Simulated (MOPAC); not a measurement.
MOPAC input (AM1):

```
AM1 PRECISE GNORM=0.05 LET XYZ CHARGE=1 GEO-OK AUX(PRECISION=9) THREADS=1
CH6BO3

C     1.88798500 1    0.66839400 1   -0.01309500 1
O     0.76101900 1   -0.21517200 1    0.40905700 1
B    -0.63666900 1   -0.17554500 1   -0.03820800 1
O    -1.33592700 1   -1.13032600 1    0.57133300 1
O    -0.85677600 1    0.78795000 1   -0.92711500 1
H     2.24247700 1    1.17508900 1    0.87833000 1
H     2.63925200 1    0.02805000 1   -0.46320600 1
H     1.45829700 1    1.35753800 1   -0.72941100 1
H     0.98120200 1   -0.90116400 1    1.06071500 1
H    -2.27565000 1   -1.24907000 1    0.39492700 1
H    -1.73667700 1    0.91729600 1   -1.29794900 1
```

From the output:

```
                                                       MOPAC v23.2.5 Linux

          FINAL HEAT OF FORMATION =        -44.76473 KCAL/MOL =    -187.29563 KJ/MOL

          COSMO AREA              =        110.09 SQUARE ANGSTROMS
          COSMO VOLUME            =         92.97 CUBIC ANGSTROMS

          GRADIENT NORM           =          0.02395          =       0.00722 PER ATOM
          IONIZATION POTENTIAL    =         17.952041 EV
          HOMO LUMO ENERGIES (EV) =        -17.952 -5.736
          NO. OF FILLED LEVELS    =         15
          MOLECULAR WEIGHT        =         76.8666         POINT GROUP:  Cs

          MOLECULAR DIMENSIONS (Angstroms)

            Atom       Atom       Distance
            H    10    H     7     5.00711
            H    11    H     9     3.44334
            H     6    H     7     1.82928

          SCF CALCULATIONS        =         34

   ATOM   CHEMICAL          X               Y               Z
  NUMBER   SYMBOL      (ANGSTROMS)     (ANGSTROMS)     (ANGSTROMS)

     1       C          1.84970785  *   0.65797643  *  -0.01546144  *
     2       O          0.72984145  *  -0.21977018  *   0.40358918  *
     3       B         -0.63991556  *  -0.16607764  *  -0.04725150  *
     4       O         -1.29563571  *  -1.13036332  *   0.58333255  *
     5       O         -0.79818883  *   0.80864225  *  -0.92747693  *
     6       H          2.19473526  *   1.15447549  *   0.92411943  *
     7       H          2.60532645  *  -0.03222410  *  -0.46385386  *
     8       H          1.40399779  *   1.36825237  *  -0.75457924  *
     9       H          0.92512093  *  -0.92053211  *   1.06082528  *
    10       H         -2.22205761  *  -1.12005909  *   0.30045409  *
    11       H         -1.72518895  *   0.81881000  *  -1.21035538  *

                             CARTESIAN COORDINATES

   1    C        1.849707851     0.657976434    -0.015461440
   2    O        0.729841454    -0.219770181     0.403589178
   3    B       -0.639915556    -0.166077636    -0.047251498
   4    O       -1.295635706    -1.130363318     0.583332548
   5    O       -0.798188834     0.808642248    -0.927476934
   6    H        2.194735257     1.154475492     0.924119425
   7    H        2.605326447    -0.032224097    -0.463853859
   8    H        1.403997789     1.368252371    -0.754579240
   9    H        0.925120927    -0.920532106     1.060825277
  10    H       -2.222057613    -1.120059089     0.300454086
  11    H       -1.725188949     0.818810002    -1.210355380

           Empirical Formula: C H6 O3 B  =    11 atoms

      MOLECULAR POINT GROUP   :   Cs

                  EIGENVALUES
 -46.12690 -43.75080 -43.22056 -33.86352 -28.69037 -25.94630 -24.02285 -23.35999
 -22.62831 -21.98792 -20.28076 -19.59399 -18.69472 -18.29958 -17.95204  -5.73564
  -2.67151  -2.49015  -1.39731  -1.16821  -1.02537  -0.89312  -0.65782  -0.36021
   0.87168   2.76054

              NET ATOMIC CHARGES AND DIPOLE CONTRIBUTIONS

  ATOM NO.   TYPE          CHARGE      No. of ELECS.   s-Pop       p-Pop
    1          C           0.017995        3.9820     1.28185     2.70016
    2          O          -0.260338        6.2603     1.71397     4.54637
    3          B           0.350786        2.6492     1.05840     1.59081
    4          O          -0.266056        6.2661     1.83729     4.42876
    5          O          -0.254289        6.2543     1.83775     4.41654
    6          H           0.141102        0.8589     0.85890
    7          H           0.141120        0.8589     0.85888
    8          H           0.164856        0.8351     0.83514
    9          H           0.374585        0.6254     0.62541
   10          H           0.297316        0.7027     0.70268
   11          H           0.292923        0.7071     0.70708
 DIPOLE           X         Y         Z       TOTAL
 POINT-CHG.     1.436     0.329     0.144     1.480
 HYBRID        -0.762    -0.391     0.109     0.864
 SUM            0.674    -0.062     0.254     0.723

          ATOMIC ORBITAL ELECTRON POPULATIONS

     Atom    s        px        py        pz
    1  C   1.28185   0.76759   0.89572   1.03684
    2  O   1.71397   1.34881   1.54956   1.64799
    3  B   1.05840   0.52632   0.55658   0.50791
    4  O   1.83729   1.29081   1.51226   1.62570
    5  O   1.83775   1.36053   1.50358   1.55243
    6  H   0.85890
    7  H   0.85888
    8  H   0.83514
    9  H   0.62541
   10  H   0.70268
   11  H   0.70708

 **********************
 *                    *
 * JOB ENDED NORMALLY *
 *                    *
 **********************

 == MOPAC DONE ==
```

The dipole moment of an ion depends on the origin.

The geometry given is a B3LYP-D3(BJ)/def2-TZVP minimum.
